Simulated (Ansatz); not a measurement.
Coupled-cluster run, As₂+, SMILES `[As]#[As+]` radical.

```yaml
crystal:
  periodic: [false, false, false]
  atoms:
    - {symbol: As, position_ang: [0.932570, -0.308975, 0.478536]}
    - {symbol: As, position_ang: [-0.932570, 0.308975, -0.478536]}
basis:
  gaussian: {orbitals: def2-QZVPP}
total_charge: 1
magnetization: {spin_polarized: true, initial_magnetization: 1}
correlation: {method: ccsd_t}
scf: {omitted_lower_state_checks: [cluster_reference]}
```

```sh
$ ansatz run in.yaml --threads 2 --pin off --events-out ev --progress --plain --max-ram 32768MiB --backend cuda --devices 0, --max-vram 18GiB
```

Output of Ansatz, abridged:

```
Functional definition: HF
1190 factors; integrals over basis functions are off by at most 5.3e-4 eV
mean field evaluation 1: about -121583.6990 eV, gradient 1.3e1 eV
mean field evaluation 2: about -121583.7022 eV, gradient 1.3e1 eV
mean field evaluation 4: about -121584.4052 eV, gradient 1.6e0 eV
mean field evaluation 8: about -121584.4373 eV, gradient 3.4e-2 eV
mean field evaluation 16: about -121584.4373 eV, gradient 3.0e-4 eV
mean field evaluation 64: about -121584.4373 eV, gradient 1.3e-5 eV
mean field -121585.74558947 eV, -4468.1937366348 hartree, gradient 2.2e-6 eV, S^2 1.304134; 20 other end points of the search recorded, 0 dependent functions left out
18 core orbitals not correlated: weight in the atoms' cores, before any rotation towards them, 1.000 or more for the frozen orbitals, at most 0.000 for the correlated occupied ones
reference -121585.74558947 eV, -4468.1937366348 hartree; 15, 14 occupied and 145, 146 virtual orbitals, 1190 factors
second order -26.91785514 eV of doubles, -0.00000000 eV of singles
cycle   1  -25.53850131 eV  change     1.4e0 eV  update   1.2e-1
cycle   2  -26.14971413 eV  change   -6.1e-1 eV  update   5.1e-2
cycle   3  -26.26978111 eV  change   -1.2e-1 eV  update   4.6e-2
cycle   4  -26.29290042 eV  change   -2.3e-2 eV  update   3.1e-2
cycle   5  -26.39192811 eV  change   -9.9e-2 eV  update   1.6e-2
cycle   6  -26.39391982 eV  change   -2.0e-3 eV  update   4.9e-3
cycle   7  -26.39817825 eV  change   -4.3e-3 eV  update   1.9e-3
cycle   8  -26.39951378 eV  change   -1.3e-3 eV  update   1.1e-3
cycle   9  -26.39860763 eV  change    9.1e-4 eV  update   5.0e-4
cycle  10  -26.39904078 eV  change   -4.3e-4 eV  update   2.3e-4
cycle  11  -26.39913672 eV  change   -9.6e-5 eV  update   1.0e-4
cycle  12  -26.39910110 eV  change    3.6e-5 eV  update   4.7e-5
cycle  13  -26.39908943 eV  change    1.2e-5 eV  update   2.7e-5
perturbative correction -0.84671106 eV, -0.0311160575 hartree
Total energy: -121612.99138997 eV, -4469.1950013351 hartree
Checks for a lower state left out: cluster_reference
```

Run time 23 s (2 threads of an AMD EPYC 7R13 on a shared host and a share of an NVIDIA H100 80 GB); peak host memory 0.88 GiB.

MP2 recovers 98.8 % of the CCSD(T) correlation energy and the triples give 3.1 %; T1 = 0.0500.
